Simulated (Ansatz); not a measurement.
Relaxation of H$_{6}$OW (8 atoms, charge 0, multiplicity 1), to a largest force component of 0.03 eV/Å in at most 50 steps.

Theory: RKS PBE0/def2-mTZVP (Ansatz 0.2.0).

```xyz
8
Properties=species:S:1:pos:R:3
W -0.079 -0.126 0.296
O 0.712 -0.118 2.039
H 0.168 -0.601 2.688
H 1.361 0.748 0.101
H -0.120 1.244 -0.688
H -1.593 0.677 0.262
H -0.234 -1.707 -0.351
H 0.813 -0.398 -1.110
```

Problem. Where does it end, and by what steps?

Solution. The forces met the threshold. After 11 steps the energy has fallen by 0.698 eV; H5 moved furthest, 0.73 Å.

```json
{"step": "0", "energy less start (eV)": "0.0000", "largest force component (eV/Å)": "0.932", "accepted": "yes"}
{"step": "1", "energy less start (eV)": "-0.0038", "largest force component (eV/Å)": "0.340", "accepted": "yes"}
{"step": "2", "energy less start (eV)": "0.0034", "largest force component (eV/Å)": "0.673", "accepted": "no"}
{"step": "3", "energy less start (eV)": "-0.0315", "largest force component (eV/Å)": "0.157", "accepted": "yes"}
{"step": "4", "energy less start (eV)": "-0.0419", "largest force component (eV/Å)": "0.154", "accepted": "yes"}
{"step": "5", "energy less start (eV)": "-0.0571", "largest force component (eV/Å)": "0.198", "accepted": "yes"}
{"step": "6", "energy less start (eV)": "-0.1729", "largest force component (eV/Å)": "0.871", "accepted": "yes"}
{"step": "7", "energy less start (eV)": "-0.4374", "largest force component (eV/Å)": "1.921", "accepted": "yes"}
{"step": "8", "energy less start (eV)": "-0.6780", "largest force component (eV/Å)": "0.552", "accepted": "yes"}
{"step": "9", "energy less start (eV)": "-0.6965", "largest force component (eV/Å)": "0.143", "accepted": "yes"}
{"step": "10", "energy less start (eV)": "-0.6972", "largest force component (eV/Å)": "0.056", "accepted": "yes"}
{"step": "11", "energy less start (eV)": "-0.6975", "largest force component (eV/Å)": "0.017", "accepted": "yes"}
```

```xyz
8
Properties=species:S:1:pos:R:3
W 0.166 0.014 0.277
O 0.666 -0.172 2.038
H 0.137 -0.593 2.729
H 1.316 0.900 -0.586
H -0.301 1.605 -0.080
H -1.495 0.228 0.006
H -0.599 -1.342 -0.399
H 1.140 -0.922 -0.748
```

Run time: 43 s on 1 thread of Arm Neoverse V1, with other jobs on the host, peak memory 0.15 GiB.
